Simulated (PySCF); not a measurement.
Electron correlation in S(3+) (sulfur, charge +3)

[Ne] 3s2 3p1, 2P determinant. Calculation: PySCF 2.14, in aug-cc-pVDZ-DK (5s4p2d, 27 functions); scalar relativity by spin-free X2C-1e. Frozen: [Ne]; 3 electrons correlated.

MP2 pair energies summed by pair of shells (mhartree):

```json
{"pair": "3s-3s", "energy": "-24.19", "share (%)": "58.3"}
{"pair": "3s-3p", "energy": "-17.30", "share (%)": "41.7"}
```

Total MP2 correlation energy: -41.50 mhartree.

Same-spin part -2.40 and opposite-spin part -39.10 mhartree; SCS-MP2 scales them by 1/3 and 6/5 to -47.72 mhartree.
